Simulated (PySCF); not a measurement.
Species: C5H6F2O2.
Z-matrix (Å and degrees, GFN2-xTB geometry), rows numbered from 1:
```
O 
C   1  1.1922
C   2  1.5156  1  134.45
C   3  1.5401  2   89.14  1   168.80
F   4  1.3624  3  112.04  2  -107.03
C   2  1.5367  1  133.87  3   176.11
O   6  1.4077  2  118.84  1   -51.06
C   7  1.3711  6  114.53  2    75.49
F   8  1.3774  7  110.64  6    68.34
H   3  1.0876  2  114.37  1   -73.75
H   3  1.0891  2  113.85  1    52.64
H   4  1.0929  3  117.88  2   128.31
H   6  1.0997  2  110.86  1    78.98
H   8  1.0998  7  113.59  6   -50.82
H   8  1.0943  7  107.26  6  -174.92
```

NICS is the negative of the GIAO shielding at a point without a nucleus: at the ring centre (0) and 1 Å above and below it (1); zz is the component along the ring normal. Level: GIAO PBE0/pcSseg-1 (PySCF, non-relativistic, gas phase) on the GFN2-xTB geometry, one conformer.

Ring bond lengths (Å), with Mayer bond orders in brackets: C2–C3 1.516 (0.99), C3–C4 1.540 (1.02), C4–C6 1.552 (0.96), C6–C2 1.537 (0.91).

**Question.** Give the NICS values of each ring in ppm.

**Answer.** 
| ring | type | NICS(0) | NICS(1), two faces | NICS(1)zz, two faces | rms pucker (Å) | centre to ring atoms, mean (Å) |
| --- | --- | --- | --- | --- | --- | --- |
| C2–C3–C4–C6 | 4-membered carbocycle; formal bonds all single | 8.0 | -3.2 / 0.7 | -1.9 / 4.3 | 0.06 | 1.08 |

**Question.** What can be read from them?

**Answer.** 
- C2–C3–C4–C6: mean NICS(1)zz 1.2 ppm, near zero. C3, C4, C6 have four or more neighbours, so the value isn't read as a sign of a π ring current. The two faces differ by 6.2 ppm, so no symmetry operation interchanges them. NICS(0) lies 9 ppm above the mean NICS(1).

**Question.** At the second NICS(1) probe listed for ring C2–C3–C4–C6, 1 Å off the ring, how large is the induced field along the normal in 7.05 T applied along it?

**Answer.** NICSzz × B0 = 4.3 ppm × 7.05 T = 30 μT, along the applied field.

**Question.** Give the inner angles of the rings and the Hirshfeld charges of the ring atoms.

**Answer.** 
- C2–C3–C4–C6: C2 91.6° (+0.164 e), C3 89.1° (-0.087 e), C4 90.1° (+0.065 e), C6 87.9° (+0.024 e); sum 358.8° against 360° for a flat convex ring.

**Question.** How shielded are the nuclei of the rings and their hydrogens (means over atoms taken as equivalent)?

**Answer.** 
```csv
atoms,environment,σ isotropic (ppm)
C2,ketone carbonyl carbon,-27.9
C3,sp3 carbon next to a carbonyl,133.8
C4,sp3 C–F carbon,102.5
C6,sp3 carbon bound to oxygen,102.1
H10,methylene hydrogen,28.43
H11,methylene hydrogen,28.37
H12,methine hydrogen,26.16
H13,methine hydrogen,26.71
```
